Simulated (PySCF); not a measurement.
Identify the compound

An unknown has the formula C₇H₉NOSi. Its calculated NMR data are:

¹H NMR (500 MHz, computed): δ 12.18 (d, 1H), 6.19 (m, 1H), 5.82 (m, 1H), 4.73 (m, 1H), 1.61 (m, 1H), 0.99 (m, 1H), 0.98 (m, 1H), 0.66 (m, 1H), 0.64 (m, 1H).

¹³C{¹H} NMR (computed): δ 241.1 (CH), 172.7 (CH), 123.7 (C), 113.3 (CH), 23.9 (CH), 11.2 (CH2), 11.2 (CH2).

Computed data (PySCF): GFN2-xTB geometry, shielding tensors at PBE0/pcSseg-1 (GIAO). No solvent, non-relativistic Hamiltonian, one conformer.

References, each an isolated molecule treated in the same way: ¹H, ¹³C against TMS.

What is the structure?

Results:


- The formula gives 5 degrees of unsaturation (1 ring in the answer).
- 7 carbon signals for 7 carbons: no two carbons are equivalent.
- Carbon types of the structure: 1 × C, 4 × CH, 2 × CH2, leaving 1 H on heteroatoms.
- δC 241.1: carbonyl carbon.
- δC 172.7, 113.3: alkene CH.
- δC 123.7: nitrile carbon; this is the usual window of a C≡N carbon, which has no attached hydrogen.
- δC 23.9, 11.2, 11.2: three-membered-ring carbon; carbons of three-membered rings are unusually shielded.
- δH 12.18: hydrogen on a carbonyl carbon.
- δH 6.19, 5.82: hydrogen on an alkene CH; a vinylic proton, deshielded by the sp2 carbon and the C=C anisotropy.
- δH 4.73: hydrogen on a silicon bonded to 3 C.

These data were computed for `C(=C\[Si@H](C#N)C=O)/C1CC1`.

The shifts were computed for this structure.

Shifts are as computed. Against solution values, carbons near 30 ppm lie about +3 ppm off and those near 130 ppm about +5 ppm. Of 1211 compounds with measured shifts, 218 miss one by over three times the rms of a fit or turn the order of signals round; such compounds aren't used in these exercises. Multiplicities follow the n + 1 count of equivalent neighbours, as no J values were calculated; m marks all less simple cases, F and P coupling included.
